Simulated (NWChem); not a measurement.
C2H3I; SMILES C=CI

All runs: NWChem. STO-3G and 3-21G are far too small for this property and stand as cheap habits. Coordinates come from a PBE0/def2-SVP optimisation. def2 effective core potentials on I; no spin-orbit coupling. Field at 589 nm.

| level | isotropic polarisability (bohr³) | anisotropy (bohr³) | relative time |
|---|---|---|---|
| B3LYP/STO-3G (all-electron, non-relativistic) | 20.6 | 33.2 | 1 |
| B3LYP/def2-SVP (core potentials) | 46.7 | 44.1 | 2 |
| B3LYP/def2-SVPD (core potentials) | 64.6 | 37.6 | 6 |

Times are rough ratios from one shared machine.
